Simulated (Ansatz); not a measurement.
F₂H₂HfOSe (`[OH][Hf]([F])([F])[SeH]`), 7 atoms. Total charge 0; spin multiplicity 1. Correlated methods include outer-core shells of Hf, Se, which these sets cover unevenly. Scalar relativity is left out up to krypton. Hf: def2 effective core potential. All runs use 4 threads of an Arm Neoverse V1 on a shared host. Correlated methods freeze the cores.

Question: How many basis functions does each run have, and how long does it take in Ansatz? RHF-MP2/def2-QZVPP energy; RKS SPW92 (LDA)/def2-TZVPP energy; RKS BHLYP-D4/def2-TZVPP energy; RKS PBE0-D4/def2-TZVP frequencies; RKS PBE-D4/def2-TZVPP energy and forces; RHF-CCSD(T)/def2-SVP energy; direct RPA on PBE orbitals/def2-TZVPP energy; RKS ωB97M-V/def2-QZVPP energy; RKS PBE0-D4/def2-TZVP relaxation (54 steps); RKS PBE0-D4/def2-SVP energy; RKS PBE0-D4/def2-QZVPP energy; RKS ωB97M-V/def2-SVP energy. (An estimate is asked.)

Answer: Ansatz gave: Other jobs shared the machine, so times are rough.

```json
{"level": "RKS SPW92 (LDA)/def2-TZVPP", "job": "energy", "functions": "225", "wall time": "1.5 s", "peak host memory (GiB)": "0.29"}
{"level": "RKS PBE0-D4/def2-SVP", "job": "energy", "functions": "116", "wall time": "1.9 s", "peak host memory (GiB)": "0.27"}
{"level": "RKS PBE-D4/def2-TZVPP", "job": "energy and forces", "functions": "225", "wall time": "2.9 s", "peak host memory (GiB)": "0.3"}
{"level": "RKS BHLYP-D4/def2-TZVPP", "job": "energy", "functions": "225", "wall time": "3.8 s", "peak host memory (GiB)": "0.65"}
{"level": "direct RPA on PBE orbitals/def2-TZVPP", "job": "energy", "functions": "225", "wall time": "7 s", "peak host memory (GiB)": "0.57"}
{"level": "RKS PBE0-D4/def2-QZVPP", "job": "energy", "functions": "401", "wall time": "9 s", "peak host memory (GiB)": "1.5"}
{"level": "RKS ωB97M-V/def2-SVP", "job": "energy", "functions": "116", "wall time": "9.5 s", "peak host memory (GiB)": "0.42"}
{"level": "RHF-CCSD(T)/def2-SVP", "job": "energy", "functions": "116", "wall time": "18 s", "peak host memory (GiB)": "0.72"}
{"level": "RHF-MP2/def2-QZVPP", "job": "energy", "functions": "401", "wall time": "18 s", "peak host memory (GiB)": "1.9"}
{"level": "RKS ωB97M-V/def2-QZVPP", "job": "energy", "functions": "401", "wall time": "23 s", "peak host memory (GiB)": "1.8"}
{"level": "RKS PBE0-D4/def2-TZVP", "job": "frequencies", "functions": "193", "wall time": "2.1 min", "peak host memory (GiB)": "0.54"}
{"level": "RKS PBE0-D4/def2-TZVP", "job": "relaxation (54 steps)", "functions": "193", "wall time": "3.5 min", "peak host memory (GiB)": "0.55"}
```
